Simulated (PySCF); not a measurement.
Estimate the missing entries of this data sheet.

Species: C2H11O2PSi2.
Z-matrix (Å and degrees, GFN2-xTB geometry), rows numbered from 1:
```
C 
O   1  1.3957
Si  2  1.6220  1  128.25
C   3  1.8970  2  112.63  1   -60.27
O   3  1.6196  2  103.22  1   179.86
Si  5  1.6145  3  151.94  2    84.43
P   6  2.2429  5  109.12  3    23.92
H   1  1.0927  2  111.04  3    61.11
H   1  1.0923  2  110.81  3   -59.58
H   1  1.0903  2  107.95  3  -179.07
H   3  1.4611  2  112.01  1    68.83
H   4  1.0854  3  111.32  2  -173.08
H   4  1.0868  3  112.16  2    66.42
H   4  1.0892  3  110.80  2   -53.93
H   6  1.4644  5  107.15  3  -100.44
H   6  1.4630  5  104.71  3   139.92
H   7  1.3864  6   95.68  5   -85.58
H   7  1.3843  6   94.72  5  -178.37
```

| property | level | value |
| --- | --- | --- |
| point group of the GFN2-xTB geometry | GFN2-xTB | ? |
| rotational constants A, B, C of the GFN2-xTB geometry | GFN2-xTB | ? |
| dipole moment | PBE0/pcSseg-1 | 1.60 D |
| HOMO energy | PBE0/pcSseg-1 | ? |
| LUMO energy | PBE0/pcSseg-1 | ? |
| 13C chemical shifts (computed TMS as zero) by class | GIAO PBE0/pcSseg-1 | ? |
| 1H chemical shifts (computed TMS as zero) by class | GIAO PBE0/pcSseg-1 | 6.00 (H15), 5.46 (H16), 4.91 (H11), 3.79 (H8/H9/H10), 1.11 (H17/H18), 0.15 (H12/H13/H14) ppm |
| isotropic shieldings of nuclei other than C and H, by class | GIAO PBE0/pcSseg-1 | ? |

The electronic properties come from PySCF, for the isolated species, density fitting. NMR classes are plain means over equivalent atoms (diastereotopic ones count apart unless rotation or inversion swaps them), as if these changed places fast; in this geometry the members of some classes differ.

Problem. Give the HOMO energy.

Solution. -7.41 eV.

Problem. Give the LUMO energy.

Solution. 0.36 eV.

Problem. The 13C chemical shifts (computed TMS as zero) by class?

Solution. 50.8 (C1), 1.3 (C4) ppm.

Problem. What are the rotational constants A, B, C of the GFN2-xTB geometry?

Solution. 2.397, 0.754, 0.684 GHz.

Problem. What is the point group of the GFN2-xTB geometry?

Solution. C1.

Problem. The isotropic shieldings of nuclei other than C and H, by class?

Solution. 279 (O5), 307 (O2), 371 (Si6), 372 (Si3), 604 (P7) ppm.

The rotational constants make it an asymmetric top with κ = (2B − A − C)/(A − C) = -0.92, nearer the prolate limit (−1). The dipole equals about 5.3 × 10⁻³⁰ C·m (1 D = 3.33564 × 10⁻³⁰ C·m). A dipole of 1.60 D is allowed in C1, and pure rotational transitions are dipole-allowed. With B = h/(8π²I), that is 505.379 GHz u Å² over I, the principal moments of inertia are 210.9, 670.5 and 738.9 u Å² (most abundant isotopes).

One conformer stands for the species.
